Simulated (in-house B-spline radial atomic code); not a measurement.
**I⁶⁺: [Kr] 4d10 5s1**

Method: Dirac-Kohn-Sham BHandHLYP, spherical fractional occupations, Fermi nucleus of rms radius 4.75 fm. Calculated with an all-electron radial atomic-structure program (B-spline basis).

Effective charges: Z_r = [3n² - l(l+1)]/(2<r>) from the radius, Z_e = n√(-2ε) from the energy, and Slater's rules. Values are occupation-weighted means over j. An effective charge above Z reflects the relativistic contraction of the inner shells.

| shell | electrons | ε (eV) | <r> (bohr) | Z_r | Z_e | Slater |
| --- | --- | --- | --- | --- | --- | --- |
| 1s | 2 | -33240 | 0.02722 | 55.11 | 49.43 | 52.70 |
| 2s | 2 | -5248.5 | 0.1167 | 51.43 | 39.28 | 48.85 |
| 2p | 6 | -4722.9 | 0.1023 | 48.88 | 37.26 | 48.85 |
| 3s | 2 | -1141 | 0.313 | 43.13 | 27.47 | 41.75 |
| 3p | 6 | -967.57 | 0.3111 | 40.18 | 25.30 | 41.75 |
| 3d | 10 | -704.32 | 0.2881 | 36.45 | 21.58 | 31.85 |
| 4s | 2 | -270.45 | 0.7389 | 32.48 | 17.83 | 25.25 |
| 4p | 6 | -214.46 | 0.7885 | 29.17 | 15.88 | 25.25 |
| 4d | 10 | -130.49 | 0.9012 | 23.30 | 12.39 | 13.85 |
| 5s | 1 | -81.093 | 1.726 | 21.72 | 12.21 | 9.70 |

The least bound orbital is 5s1/2 at -81.09 eV, and it is also the most diffuse (<r> = 1.726 bohr).

Spin-orbit splittings of the orbital energies (j = l + 1/2 above j = l - 1/2 when positive): 2p 299.4 eV, 3p 57.13 eV, 3d 11.93 eV, 4p 11.28 eV, 4d 1.816 eV.

For the 1s electron the small component carries 3.81 % of the norm, the zero-frequency Breit interaction raises the level by 81.76 eV, self-energy by 46.87 eV, and vacuum polarisation lowers it by 6.467 eV.

Caution: exact exchange at fractional occupations of open shells leaves self-interaction of up to several eV.
